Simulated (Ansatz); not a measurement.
```yaml
crystal:
  periodic: [false, false, false]
  atoms:
    - {symbol: As, position_ang: [-0.569390, -0.785603, -0.716593]}
    - {symbol: S, position_ang: [-0.528678, 0.290725, 1.105163]}
    - {symbol: S, position_ang: [1.086896, 0.519340, -0.373907]}
basis:
  gaussian: {orbitals: def2-TZVPP}
total_charge: 2
magnetization: {spin_polarized: true, initial_magnetization: 1}
hamiltonian: {xc: {name: PBE}, dispersion: d3bjatm}
```

```sh
$ ansatz run in.yaml --threads 4 --pin off --events-out ev --progress --plain --max-ram 3916MiB
```

Shortened log:

```
Functional definition: PBE
941 factors; their error is unknown
mean field evaluation 1: about -82464.2695 eV, gradient 3.8e1 eV
mean field evaluation 2: about -82429.4719 eV, gradient 8.0e1 eV
mean field evaluation 4: about -82471.4323 eV, gradient 6.9e0 eV
mean field evaluation 8: about -82471.6592 eV, gradient 2.2e-1 eV
mean field evaluation 16: about -82471.6536 eV, gradient 1.6e-3 eV
mean field -82471.65355822 eV, -3030.7773669701 hartree, gradient 2.4e-5 eV, S^2 0.765074; 0 other end points of the search recorded, 0 dependent functions left out
reference -82471.65358764 eV, -3030.7773680510 hartree; 32, 31 occupied and 100, 101 virtual orbitals, 941 factors
Total energy: -82471.76126120 eV, -3030.7813249814 hartree
```

Run time 1.3 s (4 threads of Arm Neoverse V1 on a shared host).
